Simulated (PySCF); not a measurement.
C₃H₆AlFO, SMILES C=C[CH2][Al]([OH])[F]. Geometry: B3LYP-D3(BJ)/def2-SVP. The values are those of a single conformer.

Computed equilibrium geometry at B3LYP-D3(BJ)/def2-SVP (PySCF confirms it by a frequency run) as a Z-matrix (one conformer of several):
```
C
H 1 1.1003
H 1 1.1018 2 109.12
C 1 1.5035 2 111.91 3 124.16
C 4 1.3418 1 126.10 2 -151.65
H 5 1.0926 4 121.28 1 -177.04
H 5 1.0955 6 117.10 4 179.33
H 4 1.0980 5 118.14 6 -1.04
Al 1 1.9459 2 112.31 3 -121.78
F 9 1.6697 1 120.19 2 144.36
O 9 1.6966 10 119.13 1 -176.01
H 11 0.9614 9 126.08 10 2.79
```
Charge 0, spin multiplicity 1.
